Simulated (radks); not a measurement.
Results of a calculation; reference values are marked as such.
Q: These are the eigenvalues of the occupied orbitals of an atom or ion with whole-number occupations (eV). Code: a radial shooting solver on a logarithmic mesh with Libxc functionals. Model: Dirac Kohn-Sham, PBE, spin-unpolarised, spherical densities, finite nucleus; Fermi nuclear charge, rms radius of each element as measured or else 0.836 A^(1/3) + 0.57 fm.

orbital  eigenvalue
1s1/2     -27950.68

Which element is it, and in what charge state? The configuration may be excited. Open shells, if any, fill j = l - 1/2 first.

A: Z = 45, rhodium, charge +44: Rh44+ in 1s1. The 1s level, -1027.2 hartree, gives Z - s = 45.3 by -(Z - s)^2/2, which with screening and relativity narrows Z to a few neighbours, and the depths must fix Z and the occupations together.
